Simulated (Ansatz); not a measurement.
ZnBr₂, 3 atoms. Hardware: 4 threads of Arm Neoverse V1 on a shared host.

The 6-31G sets use Cartesian d functions.

**Question.** How many basis functions does each of these Ansatz runs have, and roughly what does it cost? r2SCAN-D4/def2-TZVPD, charge -1 doublet at the geometry of the charge 0 singlet, energy, from earlier orbitals; PBE0-D4/def2-SVP, charge -1 doublet at the geometry of the charge 0 singlet, energy with a search over starts; PBE0-D4/def2-TZVP, charge 1 doublet at the geometry of the charge 0 singlet, energy, from earlier orbitals; PBE0-D4/def2-TZVP, charge 0 singlet, energy, from earlier orbitals; r2SCAN-D4/def2-TZVP, charge 1 doublet at the geometry of the charge 0 singlet, energy, from earlier orbitals; PBE0-D4/def2-TZVP, charge 0 triplet at the geometry of the charge 0 singlet, energy; CAM-B3LYP-D4/def2-TZVP, charge 0 singlet, energy, from earlier orbitals; B3LYP-D4/6-31G, charge 0 singlet, energy; PBE-D4/def2-TZVP, charge 0 triplet at the geometry of the charge 0 singlet, energy, from earlier orbitals; PBE-D4/def2-TZVP, charge 0 singlet, energy and forces, from earlier orbitals; r2SCAN-D4/def2-TZVP, charge 0 triplet at the geometry of the charge 0 singlet, energy, from earlier orbitals; PBE-D4/def2-TZVPD, charge 0 singlet, energy, from earlier orbitals.

**Answer.** Other jobs shared the machine, so times can vary by a factor of up to 3. A dash marks memory too small to be measured apart from the calling script's.

```csv
run,functions,fitting or Cholesky vectors,wall time,peak host memory (GiB)
"B3LYP-D4/6-31G, charge 0 singlet, energy",87,808,1.2 s,–
"PBE-D4/def2-TZVP, charge 0 singlet, energy and forces, from earlier orbitals",144,1212,1.5 s,–
"PBE-D4/def2-TZVPD, charge 0 singlet, energy, from earlier orbitals",165,1304,1.6 s,–
"PBE0-D4/def2-TZVP, charge 0 singlet, energy, from earlier orbitals",144,1061,2.3 s,–
"PBE0-D4/def2-SVP, charge -1 doublet at the geometry of the charge 0 singlet, energy with a search over starts",95,902,2.4 s,–
"CAM-B3LYP-D4/def2-TZVP, charge 0 singlet, energy, from earlier orbitals",144,1061,2.5 s,–
"r2SCAN-D4/def2-TZVPD, charge -1 doublet at the geometry of the charge 0 singlet, energy, from earlier orbitals",165,1304,9 s,–
"PBE-D4/def2-TZVP, charge 0 triplet at the geometry of the charge 0 singlet, energy, from earlier orbitals",144,1212,9.5 s,–
"r2SCAN-D4/def2-TZVP, charge 1 doublet at the geometry of the charge 0 singlet, energy, from earlier orbitals",144,1212,15 s,–
"PBE0-D4/def2-TZVP, charge 1 doublet at the geometry of the charge 0 singlet, energy, from earlier orbitals",144,1061,21 s,0.79
"PBE0-D4/def2-TZVP, charge 0 triplet at the geometry of the charge 0 singlet, energy",144,1061,22 s,0.86
"r2SCAN-D4/def2-TZVP, charge 0 triplet at the geometry of the charge 0 singlet, energy, from earlier orbitals",144,1212,28 s,–
```
